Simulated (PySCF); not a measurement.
These 2 structures share the formula C10H7Cl. Method: PBE0-D3(BJ)/def2-SVP geometry optimisation, gas phase in PySCF. One conformer each; no zero-point energy, no entropy. No frequencies were run at this level. Point groups hold within 0.08 Å.

Question: Order them by energy at this level, lowest first, and give relative energies in kcal/mol.
A. 1-chloronaphthalene, `Clc1cccc2ccccc12`
B. `Clc1ccc2ccccc2c1` (2-chloronaphthalene)

Answer: A (0.0), B (0.2).

Neighbours under 2.5 kcal/mol apart (Clc1cccc2ccccc12 and Clc1ccc2ccccc2c1) can change places with a better method, another conformer or zero-point energy.

| SMILES | E (Eh) | E rel (kcal/mol) | dipole (D) | point group | A, B, C (MHz) |
| --- | --- | --- | --- | --- | --- |
| Clc1cccc2ccccc12 | -844.48891 | 0.0 | 1.47 | Cs | 1526, 916.1, 572.4 |
| Clc1ccc2ccccc2c1 | -844.48856 | 0.2 | 1.71 | Cs | 2737, 581.2, 479.4 |

Q: As an exercise, what shares would exp(−E/RT) give at 298.15 K from these electronic energies alone (no entropy, no degeneracies)?

A: RT = 0.592 kcal/mol: Clc1cccc2ccccc12 59.2 %, Clc1ccc2ccccc2c1 40.8 %.
